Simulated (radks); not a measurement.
Results of a calculation; reference values are marked as such.
Correlation energies from several functionals, in hartree. Species: Ga3+ [Ar] 3d10; Sr28+ [Ne]. Level of theory: non-relativistic Kohn-Sham, PBE, spin-polarised, spherical densities, point nucleus (a radial shooting solver on a logarithmic mesh with Libxc functionals). Every spin shell is full or empty, so the densities are truly spherical. Functionals are evaluated on that one density, not self-consistently.

functional,Ga3+,Sr28+
PW92,-2.6247,-1.2154
Wigner,-1.5079,-0.55546
Chachiyo,-2.5864,-1.2065
PBE,-1.3861,-0.43848
P86,-1.5686,-0.68056
PW91,-1.5068,-0.52680
OP (B88),-1.3566,-0.50456
revTPSS,-1.4081,-0.44836
SCAN,-1.3840,-0.42831
